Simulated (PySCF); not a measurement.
A small calculation by hand: oscillator strength and radiative lifetime

C₈H₆N₂Se, SMILES [se]1c(ccc1)-c1cncnc1.

Geometry optimised at B3LYP-D3(BJ)/def2-SVP. This is a generated structure with no PubChem entry under its InChIKey; it may be hypothetical. Other conformers were not sampled.

TDA-PBE/def2-SVP (PySCF 2.14.0) puts the first singlet state with f over 0.02 at 4.03 eV (vertical), with the transition dipole (-0.910, 0.007, -0.214) in atomic units.

**Question.** Find the oscillator strength, the wavelength and the radiative lifetime that this transition would have in vacuum if emission retraced absorption.

**Answer.** 
|μ|² = 0.8739 au, so |μ| = 2.38 D. ΔE = 4.03/27.211 = 0.1481 hartree. f = (2/3) ΔE |μ|² = 0.086 (the program prints 0.086).
λ = 1239.84/4.03 = 308 nm; ν = 32504 cm⁻¹.
Einstein's coefficient A = 0.6670 ν² f s⁻¹ (ν in cm⁻¹) = 6.1e7 s⁻¹, so τ = 1/A = 16 ns. This state is S4; the lower singlets have f = 0.006, 0.004, 0.008. The figure is the radiative limit of this one transition; relaxation, internal conversion, crossing to triplets and a medium change what is measured.
